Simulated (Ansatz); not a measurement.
Coupled-cluster diagnostics for the cluster AlGa5, Ansatz.

Geometry of the singlet (PBE-D4/def2-SVP):

```xyz
6

Al    1.009   -0.219   -1.888
Ga   -0.544    0.840    1.717
Ga   -1.612    0.527   -0.538
Ga    0.832    1.927   -0.247
Ga   -0.567   -1.769   -0.574
Ga    0.882   -1.306    1.529
```

Correlated methods freeze 50 core orbitals; core or outer-core shells of Ga are correlated, in sets that lack core-valence functions. Another isomer (singlet) lies 0.08 eV lower at PBE0-D4/def2-TZVP; other spin states weren't run for this one.

(1) Estimate the CCSD(T) correlation energy, the shares of MP2 and (T), T1 and the reference's ⟨S²⟩ for: charge 0, singlet, own geometry in def2-SVP; and the rough time on 4 threads of Arm Neoverse V2 on a shared host.

## Answers

(1) 
| state | basis | correlation (eV) | MP2 share (%) | (T) share (%) | T1 | ⟨S²⟩ (pure) | wall time | remarks |
| --- | --- | --- | --- | --- | --- | --- | --- | --- |
| charge 0, singlet, own geometry | def2-SVP | -31.582 | 100.6 | 6.3 | 0.017 | 0.00 (0.00) | 96 s | restricted SCF unstable |
Customary marks for T1 are 0.02 (closed shells), 0.045 (open shells) and about 0.05 (3d metals). T1 stays under 0.02 throughout.
